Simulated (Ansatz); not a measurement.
`[SiH3]N([SiH3])BCl` + `FB1CS1` → `FBN([SiH3])[SiH3]` + `ClB1CS1`  (redistribution)

Gas-phase electronic energies from Ansatz, PBE0-D4/def2-TZVP geometries. CCSD(T)/CBS adds triple-zeta CCSD(T) − MP2 to the extrapolated MP2 energy (def2 sets, frozen cores). DFT in def2-TZVPP. Each species was taken in one conformer, which may not be the lowest.

```json
{"level": "LDA (SPW92)", "ΔE (kJ/mol)": "-9.7"}
{"level": "ωB97X-V", "ΔE (kJ/mol)": "-12.3"}
{"level": "MP2/def2-SVP", "ΔE (kJ/mol)": "-15.5"}
{"level": "CCSD/CBS(def2)", "ΔE (kJ/mol)": "-12.7"}
```

Q: What does CCSD(T)/CBS give? (Best estimate.)

A: Computed: -12.2 kJ/mol. The listed levels differ from it by 2.5, -0.1, -3.3, -0.5 kJ/mol.

Largest T1 diagnostic among the species: 0.014.

Leaving LDA and LC-ωPBE aside and taking each functional with its dispersion term where it has one, the values, not all of them listed here, spread over 5.4 kJ/mol, from B2PLYP to revPBE-D4.

CCSD(T)/CBS has its own doubt, a few kJ/mol and more with outer-core shells, so smaller differences from it don't rank the levels.
